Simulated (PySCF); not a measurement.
# Radial density of Zn²⁰⁺ (zinc, charge +20)

M06-2X, [Ne], closed-shell 1S. All numbers are calculated (PySCF 2.14, the non-relativistic Hamiltonian (point nucleus), in an uncontracted even-tempered set (18 s from 4.6 bohr⁻², ratio 2.2; 11 p from 6 bohr⁻², ratio 2.2; 6 d from 30 bohr⁻², ratio 2.4; 5 f from 45 bohr⁻², ratio 2.4; 5 g from 68 bohr⁻², ratio 2.4)).

```csv
r (bohr),4πr²ρ (e/bohr)
0.000734,0.1185
0.00123,0.3253
0.00208,0.8750
0.00349,2.274
0.00588,5.578
0.00988,12.41
0.0166,23.48
0.0280,34.15
0.0470,33.93
0.0791,27.75
0.133,36.44
0.224,30.62
0.376,5.753
0.633,0.08866
1.07,2.836e-05
```
